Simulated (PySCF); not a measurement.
Vertical excitations of a molecule C3H10ClNSi from PySCF with TDA-ωB97X/def2-SVPD, as energy in eV (oscillator strength): 6.74 (0.036), 7.55 (0.003), 7.97 (0.002), 8.18 (0.015), 8.27 (0.027), 8.37 (0.033). Lowest triplet (TDA): 6.53 eV. Coordinates come from a PBE0-D3(BJ)/def2-SVP optimisation. One conformer was computed; it need not be the lowest.

Task: Which structure fits?
A) CC[Si@@H](Cl)NC
B) C[Si](C)(Cl)CN
C) CCN[Si@H](C)Cl
D) C[C@@H](N)[Si@H](C)Cl

Result: D, C[C@@H](N)[Si@H](C)Cl
